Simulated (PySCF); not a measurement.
## Electronic absorption of C6H6F4

Species: C6H6F4.
SMILES: `C=C(/C=C/F)CC(F)(F)F`

The calculation used PySCF, TDDFT PBE0/def2-SVPD, vertical, gas phase, core orbitals frozen in the response. The structure is a single GFN2-xTB conformer in the gas phase; no vibrational or solvent corrections. Torsions of this conformer, `[CH2:1]=[C:2](/[CH:3]=[CH:4]/[F:5])[CH2:6][C:7]([F:8])([F:9])[F:10]`: C1–C2–C3–C4 -178°, C1–C2–C6–C7 92°, C2–C6–C7–F8 -57°.

Task: List the vertical singlet excitations with oscillator strengths and describe the spectrum.

Result: 

| state | λ (nm) | E (eV) | f | \|μ\| (D) | main configurations (H = HOMO, L = LUMO) |
| --- | --- | --- | --- | --- | --- |
| S1 | 218.0 | 5.69 | 0.510 | 4.86 | H→L (95%) |
| S2 | 185.7 | 6.68 | 0.023 | 0.95 | H→L+1 (94%) |
| S3 | 179.9 | 6.89 | 0.017 | 0.80 | H→L+2 (76%), H-1→L (15%) |
| S4 | 179.3 | 6.92 | 0.012 | 0.68 | H→L+3 (69%), H→L+2 (14%), H-1→L (13%) |
| S5 | 168.2 | 7.37 | 0.015 | 0.73 | H→L+4 (72%), H-1→L (13%) |
| S6 | 162.5 | 7.63 | 0.0055 | 0.44 | H→L+5 (72%), H-2→L (9%) |

Triplets, Tamm–Dancoff:

```tsv
state	E (eV)	λ (nm)	main configurations (H = HOMO, L = LUMO)
T1	3.12	397.4	H→L (95%)
T2	5.05	245.7	H-1→L (49%), H→L+3 (26%), H→L+2 (11%)
```

The lowest singlet comes at 218 nm (549 kJ/mol) in the ultraviolet; it is strong; its leading configuration is HOMO→LUMO (95%). The lowest level is also the most intense of those listed (f = 0.510). Löwdin shares by element: HOMO carbon 80% or more (atoms not listed hold the other 20%); LUMO carbon 77% or more (atoms not listed hold the other 23%). The oscillator strengths of these states sum to 0.582; summed over the whole spectrum of an exact calculation they would give the number of electrons, 78 (Thomas–Reiche–Kuhn). Weighted by f, the mean energy of these states is 5.85 eV. Of the 6 states listed, 5 reach f = 0.01 and none stays under 0.0005. Singlets were solved by full linear response, triplets in the Tamm–Dancoff approximation.
